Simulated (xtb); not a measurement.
Job for xtb: GFN1-xTB on H3ISiSn (SMILES [SiH3][Sn][I]), a point of a torsion scan.

```
$ xtb mol.xyz --gfn 1 --sp --chrg 0 --uhf 0
6

Si    -0.78374601     0.01677994     0.03487134
Sn     1.45101303     1.42992569     0.07274952
I      2.62754627     0.21266389     2.19705761
H     -1.15822266    -0.69706131     1.26460393
H     -1.97142933     0.82809117    -0.29875194
H     -0.75868419    -1.02431945    -1.01206034
```

The log:

```
[...]
           -------------------------------------------------
          |                Calculation Setup                |
           -------------------------------------------------



           -------------------------------------------------
          |                 G F N 1 - x T B                 |
           -------------------------------------------------

        Reference                      10.1021/acs.jctc.7b00118
      * Hamiltonian:
        H0-scaling (s, p, d)           1.850000    2.250000    2.000000
        zeta-weighting                 0.000000
      * Dispersion:
        s8                             2.400000
        a1                             0.630000
        a2                             5.000000
        s9                             0.000000
      * Repulsion:
        kExp                           1.500000
        rExp                           1.000000
      * Coulomb:
        alpha                          2.000000
        third order                    atomic
        anisotropic                    false
      * Halogen bond correction:
        rad-scale                      1.300000
        damping                        0.440000


          ...................................................
          :                      SETUP                      :
          :.................................................:
          :  # basis functions                  36          :
          :  # atomic orbitals                  33          :
          :  # shells                           15          :
          :  # electrons                        18          :
          :  # halogen bonds                     0          :
          :  max. iterations                   250          :
          :  Hamiltonian                  GFN1-xTB          :
          :  restarted?                      false          :
          :  GBSA solvation                  false          :
          :  PC potential                    false          :
          :  electronic temp.          300.0000000     K    :
          :  accuracy                    1.0000000          :
          :  -> integral cutoff          0.2500000E+02      :
          :  -> integral neglect         0.1000000E-07      :
          :  -> SCF convergence          0.1000000E-05 Eh   :
          :  -> wf. convergence          0.2000000E-04 e    :
          :  Broyden damping             0.4000000          :
          :  net charge                          0          :
          :  unpaired electrons                  0          :
          ...................................................

 iter      E             dE          RMSdq      gap      omega  full diag
   1     -8.3491242 -0.834912E+01  0.145E+01    0.43       0.0  T
   2     -8.9614257 -0.612302E+00  0.115E+01    0.82       1.0  T
   3     -9.8482798 -0.886854E+00  0.564E+00    1.91       1.0  T
   4     -9.9361079 -0.878281E-01  0.323E+00    1.77       1.0  T
   5     -9.9543517 -0.182438E-01  0.188E+00    1.48       1.0  T
   6     -9.9779092 -0.235575E-01  0.219E-01    1.63       1.0  T
   7     -9.9780341 -0.124899E-03  0.890E-02    1.64       1.0  T
   8     -9.9780499 -0.157464E-04  0.309E-02    1.65       1.3  T
   9     -9.9780566 -0.667690E-05  0.132E-02    1.65       3.1  T
  10     -9.9780580 -0.144654E-05  0.353E-03    1.65      11.6  T
  11     -9.9780581 -0.138710E-06  0.782E-04    1.65      52.2  T
  12     -9.9780581 -0.424344E-08  0.175E-04    1.65     233.6  T
  13     -9.9780581  0.534417E-10  0.105E-04    1.65     387.3  T

   *** convergence criteria satisfied after 13 iterations ***

         #    Occupation            Energy/Eh            Energy/eV
      -------------------------------------------------------------
         1        2.0000           -0.9415679             -25.6214
       ...           ...                  ...                  ...
         3        2.0000           -0.6239907             -16.9797
         4        2.0000           -0.4678797             -12.7317
         5        2.0000           -0.4666815             -12.6991
         6        2.0000           -0.4489050             -12.2153
         7        2.0000           -0.4334854             -11.7957
         8        2.0000           -0.4312911             -11.7360
         9        2.0000           -0.3800228             -10.3409 (HOMO)
        10                         -0.3193366              -8.6896 (LUMO)
        11                         -0.2521018              -6.8600
        12                         -0.2001116              -5.4453
        13                         -0.1927657              -5.2454
        14                         -0.1708556              -4.6492
       ...                                ...                  ...
        33                          1.4692300              39.9798
      -------------------------------------------------------------
                  HL-Gap            0.0606862 Eh            1.6514 eV
             Fermi-level           -0.3496797 Eh           -9.5153 eV

 SCC (total)                   0 d,  0 h,  0 min,  0.008 sec
 SCC setup                      ...        0 min,  0.000 sec (  1.155%)
 Dispersion                     ...        0 min,  0.000 sec (  0.520%)
 classical contributions        ...        0 min,  0.000 sec (  0.193%)
 integral evaluation            ...        0 min,  0.002 sec ( 23.613%)
 iterations                     ...        0 min,  0.003 sec ( 40.226%)
 molecular gradient             ...        0 min,  0.003 sec ( 32.386%)
 printout                       ...        0 min,  0.000 sec (  1.686%)

         :::::::::::::::::::::::::::::::::::::::::::::::::::::
         ::                     SUMMARY                     ::
         :::::::::::::::::::::::::::::::::::::::::::::::::::::
         :: total energy              -9.946531790774 Eh    ::
         :: gradient norm              0.015773235455 Eh/a0 ::
         :: HOMO-LUMO gap              1.651355175265 eV    ::
         ::.................................................::
         :: SCC energy                -9.978058148737 Eh    ::
         :: -> electrostatic           0.007065759590 Eh    ::
         :: repulsion energy           0.033976087130 Eh    ::
         :: dispersion energy         -0.002449729168 Eh    ::
         :: halogen bond corr.         0.000000000000 Eh    ::
         :: add. restraining           0.000000000000 Eh    ::
         :: total charge               0.000000000000 e     ::
         :::::::::::::::::::::::::::::::::::::::::::::::::::::

           -------------------------------------------------
          |                Property Printout                |
           -------------------------------------------------

    * Orbital Energies and Occupations

         #    Occupation            Energy/Eh            Energy/eV
      -------------------------------------------------------------
         1        2.0000           -0.9415679             -25.6214
         2        2.0000           -0.8748811             -23.8067
         3        2.0000           -0.6239907             -16.9797
         4        2.0000           -0.4678797             -12.7317
         5        2.0000           -0.4666815             -12.6991
         6        2.0000           -0.4489050             -12.2153
         7        2.0000           -0.4334854             -11.7957
         8        2.0000           -0.4312911             -11.7360
         9        2.0000           -0.3800228             -10.3409 (HOMO)
        10                         -0.3193366              -8.6896 (LUMO)
        11                         -0.2521018              -6.8600
        12                         -0.2001116              -5.4453
        13                         -0.1927657              -5.2454
Note: The following floating-point exceptions are signalling: IEEE_UNDERFLOW_FLAG IEEE_DENORMAL
normal termination of xtb
        14                         -0.1708556              -4.6492
        15                         -0.1267457              -3.4489
        16                         -0.1211993              -3.2980
        17                         -0.0982231              -2.6728
        18                         -0.0882472              -2.4013
        19                         -0.0690674              -1.8794
        20                         -0.0672636              -1.8303
       ...                                ...                  ...
        33                          1.4692300              39.9798
      -------------------------------------------------------------
                  HL-Gap            0.0606862 Eh            1.6514 eV
             Fermi-level           -0.3496797 Eh           -9.5153 eV

  Mulliken/CM5 charges         n(s)   n(p)   n(d)
     1Si    0.09949 -0.17727   1.373  2.150  0.378
     2Sn    0.17991  0.18970   1.983  1.697  0.141
     3I    -0.04558 -0.02516   2.017  5.034 -0.006
     4H    -0.07543  0.00757   1.075  0.000  0.000
     5H    -0.08005  0.00172   1.080  0.000  0.000
     6H    -0.07834  0.00344   1.078  0.000  0.000

Wiberg/Mayer (AO) data.
largest (>0.10) Wiberg bond orders for each atom

 ---------------------------------------------------------------------------
     #   Z sym  total        # sym  WBO       # sym  WBO       # sym  WBO
 ---------------------------------------------------------------------------
     1  14 Si   3.904 --     2 Sn   0.971     5 H    0.938     6 H    0.936
                             4 H    0.935     3 I    0.124
     2  50 Sn   2.373 --     3 I    1.319     1 Si   0.971
     3  53 I    1.451 --     2 Sn   1.319     1 Si   0.124
     4   1 H    0.990 --     1 Si   0.935
     5   1 H    0.989 --     1 Si   0.938
     6   1 H    0.990 --     1 Si   0.936
 ---------------------------------------------------------------------------

Topologies differ in total number of bonds
Writing topology from bond orders to xtbtopo.mol

 dipole moment from electron density (au)
     X       Y       Z
   0.8368   1.2706  -0.7767  total (Debye):    4.342


           -------------------------------------------------
          | TOTAL ENERGY               -9.946531790774 Eh   |
          | GRADIENT NORM               0.015773235455 Eh/α |
          | HOMO-LUMO GAP               1.651355175265 eV   |
           -------------------------------------------------

------------------------------------------------------------------------
------------------------------------------------------------------------
 total:
 SCF:
```

The run finished.

Cost: around 0.03 core-seconds (rough).
